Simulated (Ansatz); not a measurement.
Geometry optimisation, UKS PBE0-D4/def2-SVP in Ansatz.

Input:

```yaml
crystal:
  periodic: [false, false, false]
  atoms:
    - { symbol: B, position_ang: [-0.007347, -0.467456, -0.388359] }
    - { symbol: F, position_ang: [0.57503, -0.059638, 2.029048] }
    - { symbol: H, position_ang: [0.987594, 0.149552, -0.677399] }
    - { symbol: Cl, position_ang: [-1.591022, 0.216833, -0.426417] }
    - { symbol: O, position_ang: [-0.488755, 0.115862, 2.810291] }
    - { symbol: H, position_ang: [-0.5702, -0.756253, 3.234937] }
magnetization:
  spin_polarized: true
  initial_magnetization: 1
basis:
  gaussian: { orbitals: def2-SVP }
hamiltonian:
  xc: pbe0
  dispersion: d4
relax:
  f_tol: 0.03
  max_steps: 50
output:
  orbitals: {}
```

Launched with:

```bash
$ ansatz run input.yaml --threads 2 --pin off --max-ram 3072MiB --backend cpu --events-out ev --progress --plain --runs-dir out
```

Problem. Where does it end, and by what steps?

Solution. It converged. After 31 steps the energy has fallen by 0.212 eV; H6 moved furthest, 1.05 Å.

```
step  energy less start (eV)  largest force component (eV/Å)  accepted
   0                  0.0000                           2.421       yes
   2                 -0.1038                           0.205       yes
   4                 -0.1089                           0.090       yes
   6                 -0.1118                           0.076       yes
   8                 -0.1158                           0.322       yes
  10                 -0.1208                           0.478       yes
  12                 -0.1233                           0.106       yes
  14                 -0.1112                           1.056        no
  16                 -0.1345                           0.366       yes
  18                 -0.1416                           0.243       yes
  20                 -0.1623                           0.534       yes
  22                 -0.1808                           0.376       yes
  24                 -0.1959                           0.310       yes
  26                 -0.1911                           1.015        no
  28                 -0.2089                           0.108       yes
  30                 -0.2114                           0.086       yes
  31                 -0.2115                           0.015       yes
```

```xyz
6
Properties=species:S:1:pos:R:3
B -0.296 -0.401 0.110
F 0.350 0.795 2.198
H 0.826 -0.463 -0.322
Cl -1.590 0.480 -0.586
O -0.045 -0.321 2.966
H -0.340 -0.892 2.216
```

Whether the end is a true minimum wasn't checked by a vibrational analysis.

The run took 69 s on 2 threads of Arm Neoverse V1, on a shared host, peak memory 0.18 GiB.
